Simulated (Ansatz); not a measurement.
Reaction (ligand exchange at the Al–C bond): `N=[C](F)[AlH2]` + `[AlH2][SH]` → `[AlH2][S][AlH2]` + `N=CF`

Program: Ansatz. Geometries: PBE0-D4/def2-TZVP. ΔE: electronic, gas phase. CCSD(T)/CBS is the MP2 limit (def2-TZVPP, def2-QZVPP) plus CCSD(T) − MP2 in def2-TZVPP, frozen cores. This one scheme is used for every species. DFT in def2-TZVPP. B3LYP here is the variant with VWN-RPA as its local correlation; programs differ in this. HSE06 is defined as in plane-wave codes. Each species was taken in one conformer, which may not be the lowest.

```csv
level,ΔE (kJ/mol),difference from CCSD(T)/CBS
LDA (SPW92),-120.3,3.4
PBE-D4,-119.2,4.5
revPBE-D4,-117.1,6.6
BLYP-D4,-111.4,12.3
r2SCAN-D4,-125.1,-1.4
B97M-V,-123.6,0.1
PBE0-D4,-126.5,-2.8
B3LYP-D4,-118.3,5.4
r2SCANh-D4,-127.2,-3.5
r2SCAN0-D4,-129.9,-6.2
HSE06-D4,-126.6,-2.9
BHLYP-D4,-126.6,-2.9
CAM-B3LYP-D4,-117.3,6.4
ωB97X-V,-120.2,3.5
ωB97M-V,-120.1,3.6
B2PLYP,-120.2,3.5
PBE-QIDH,-130.2,-6.5
PBE,-117.8,5.9
revPBE,-116.2,7.5
BLYP,-109.0,14.7
r2SCAN,-124.9,-1.2
PBE0,-125.1,-1.4
r2SCANh,-126.8,-3.1
r2SCAN0,-129.5,-5.8
HSE06,-125.3,-1.6
BHLYP,-122.9,0.8
LC-ωPBE,-122.9,0.8
RPA@PBE/def2-TZVPP,-114.6,9.1
HF/def2-SVP,-134.8,-11.1
MP2/def2-SVP,-131.6,-7.9
CCSD/def2-SVP,-127.0,-3.3
CCSD(T)/def2-SVP,-126.0,-2.3
HF/def2-TZVPP,-129.4,-5.7
MP2/def2-TZVPP,-128.3,-4.6
SCS-MP2/def2-TZVPP,-124.5,-0.8
HF/def2-QZVPP,-128.8,-5.1
MP2/def2-QZVPP,-128.8,-5.1
SCS-MP2/def2-QZVPP,-125.1,-1.4
HF/CBS(def2),-128.7,-5.0
MP2/CBS(def2),-129.5,-5.8
CCSD(T)/CBS,-123.7,0
```

Problem. What do rigid-rotor, harmonic-oscillator terms from PBE0-D4/def2-TZVP frequencies (298.15 K, 1 bar) make of the CCSD(T)/CBS value? (Best estimate.)

Solution. The calculation gave: ΔZPE = +9.6 kJ/mol, ΔH = -114.3 kJ/mol, ΔS = -6 J/(mol·K), ΔG = -112.6 kJ/mol.

Largest T1 diagnostic among the species: 0.014.

From r2SCAN to r2SCAN0 (25 % exact exchange), in def2-TZVPP and without D4, ΔE moves by −4.7 kJ/mol. Leaving LDA and LC-ωPBE aside and taking each functional with its dispersion term where it has one, the values spread over 18.8 kJ/mol, from PBE-QIDH to BLYP-D4.
